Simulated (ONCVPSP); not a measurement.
**lutetium (Lu): ONCV pseudisation with PBEsol, non-relativistic reference atom.**

lutetium, optimised norm-conserving Vanderbilt (ONCV), made with ONCVPSP 4.0.1 (PBEsol, non-relativistic). Core [Kr] 4d10, reference 4f14 5s2 5p6 5d1 6s1.75 (charge +0.25). Waves: 5s+6s: rc 2.15 bohr, ncon 4, nbas 8, qcut 5.1 1/bohr, 2 projectors; 5p: rc 1.60 bohr, ncon 3, nbas 7, qcut 5.3 1/bohr, 3 projectors, debl 4 Ha; 5d: rc 3.10 bohr, ncon 4, nbas 8, qcut 5.9 1/bohr, 1 projector; 4f: rc 1.15 bohr, ncon 5, nbas 10, qcut 12.6 1/bohr, local. Local part: the f channel. Core correction: polynomial model core, fcfact 0.35.

All-electron outer shells of the reference configuration (PBEsol, non-relativistic, ld1.x):

| shell | level (eV) | outermost node (bohr) | outermost maximum (bohr) |
| --- | --- | --- | --- |
| 4d | -195.09 | 0.23 | 0.48 |
| 5s | -52.34 | 0.61 | 1.13 |
| 5p | -31.64 | 0.63 | 1.24 |
| 4f | -16.77 | – | 0.46 |
| 6s | -5.35 | 1.55 | 3.32 |
| 5d | -4.06 | 0.69 | 1.78 |

What the tests gave:

| Item | Value |
| --- | --- |
| Cutoffs needed | 280 Ha and 327 Ha (the cutoffs (Ha) at which the residual kinetic energy of the hardest occupied pseudo-wave falls to 1 and 0.1 mHa per electron) |
| Ghost test | ghosts flagged at negative energy: s at -547.3 eV; GHOST(+) flagged for p at 85.7 eV, d at 215.1 eV; a true bound ghost makes a file unfit for plane-wave use |
| Largest excitation error | -117 meV (all-electron minus pseudo) for 4f13 5s2 5p6 5d2 6s1, out of 4 test configurations |
| rms error of d²Exc/dni dnj | 4.28 mHa without and 1.95 mHa with the model core |

Generation and tests took about 4.7 s on one core of a shared server CPU.
